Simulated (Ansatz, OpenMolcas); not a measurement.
SnNH4Cl (SMILES [NH2][SnH2][Cl]): the vertical ionisation energy from total energies

The species is SnNH4Cl (7 atoms), meant as a singlet with charge 0. As SMILES, `[NH2][SnH2][Cl]`. The coordinates come from a PBE0-D4/def2-TZVP relaxation. This is one conformer, not always the lowest.

Both states at this one shape; open shells run unrestricted unless said. 1 Eh = 27.2114 eV.

| level | program | singlet SnNH4Cl (Eh) | doublet SnNH4Cl+ (Eh) | HOMO of the first (eV) |
| --- | --- | --- | --- | --- |
| M06-L/def2-SVP (core potential) | OpenMolcas | -731.649267 | -731.297369 | -6.20 |
| PBE0/def2-SVP (core potential) | Ansatz | -731.278012 | -730.923029 | -7.39 |
| B2PLYP/def2-SVP (core potential), 10 core orbitals frozen | Ansatz | -731.002959 | -730.648478 | -8.70 |

**Question.** Work out the vertical ionisation energy at each level.

**Answer.** 
1. M06-L/def2-SVP (core potential): -731.297369 − (-731.649267) = 0.351898 Eh = 9.58 eV; −ε(HOMO) = 6.20 eV.
2. PBE0/def2-SVP (core potential): -730.923029 − (-731.278012) = 0.354983 Eh = 9.66 eV; −ε(HOMO) = 7.39 eV.
3. B2PLYP/def2-SVP (core potential): -730.648478 − (-731.002959) = 0.354481 Eh = 9.65 eV; −ε(HOMO) = 8.70 eV.

No measured value is set beside it here; the levels span 9.58 to 9.66 eV. In semi-local functionals −ε(HOMO) lies far under the ionisation energy, a result of self-interaction. Spin-orbit coupling is left out.
